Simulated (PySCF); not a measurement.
## How the method moves the HOMO and LUMO of `C=N[Si@H](F)CC`

C3H8FNSi.
Z-matrix (Å and degrees, PBE0-D3(BJ)/def2-SVP geometry), rows numbered from 1:
```
C 
N   1  1.2617
Si  2  1.7477  1  124.62
F   3  1.6254  2  106.62  1  -120.55
C   3  1.8598  2  108.98  1   121.37
C   5  1.5273  3  113.61  2   -63.67
H   1  1.1130  2  124.59  3     1.19
H   1  1.1066  2  120.64  3  -178.87
H   3  1.4976  2  111.67  1    -4.09
H   5  1.1035  3  107.13  2    59.05
H   5  1.1040  3  107.84  2   172.90
H   6  1.1014  5  111.31  3    60.36
H   6  1.1020  5  111.78  3   -59.72
H   6  1.1007  5  111.63  3  -179.73
```

Basis pcSseg-1 throughout (PySCF), one geometry. One conformer (not necessarily the lowest) at the PBE0-D3(BJ)/def2-SVP geometry, without solvent, vibrations or thermal averaging.

**Question.** How do the orbital energies, the gap and the dipole change with the method?

**Answer.** 
```csv
method,kind,HOMO (eV),LUMO (eV),gap (eV),μ (D),SCF cycles
BLYP,GGA,-5.76,-2.09,3.66,2.38,15
OPBE,GGA,-5.84,-2.15,3.69,2.42,15
PBE,GGA,-5.86,-2.25,3.61,2.41,15
B97-D,GGA,-5.89,-2.13,3.76,2.45,15
LDA,LDA,-5.95,-2.52,3.44,2.52,15
BP86,GGA,-5.98,-2.34,3.64,2.44,15
KT2,GGA,-6.01,-2.20,3.81,2.45,15
KT3,GGA,-6.03,-2.16,3.87,2.40,16
B97-2,global hybrid,-7.05,-1.19,5.86,2.62,14
B3LYP,global hybrid,-7.07,-1.37,5.70,2.58,14
PBE0,global hybrid,-7.30,-1.14,6.17,2.64,13
mPW1PW91,global hybrid,-7.34,-1.15,6.20,2.66,13
BHandHLYP,global hybrid,-8.68,0.11,8.79,2.80,13
CAM-B3LYP,range-separated hybrid,-8.70,0.11,8.81,2.66,13
wB97X-D,range-separated hybrid,-9.22,0.75,9.97,2.72,14
LC-wPBE,range-separated hybrid,-10.05,1.33,11.38,2.72,14
HF,Hartree–Fock,-10.87,3.05,13.93,3.05,11
```

The HOMO spans 5.12 eV, from BLYP down to HF, and the gap runs from 3.44 eV (LDA) to 13.93 eV (HF). Over the methods BLYP (0 %), OPBE (0 %), PBE (0 %), B97-D (0 %), LDA (0 %), BP86 (0 %), KT2 (0 %), KT3 (0 %), B97-2 (21 %), B3LYP (20 %), PBE0 (25 %), mPW1PW91 (25 %), BHandHLYP (50 %), HF (100 %), a straight line through the gap against the share of exact exchange rises by 1.02 eV for each 10 % (correlation coefficient 0.999). The dipole ranges from 2.38 D (BLYP) to 3.05 D (HF). This basis has no diffuse functions.
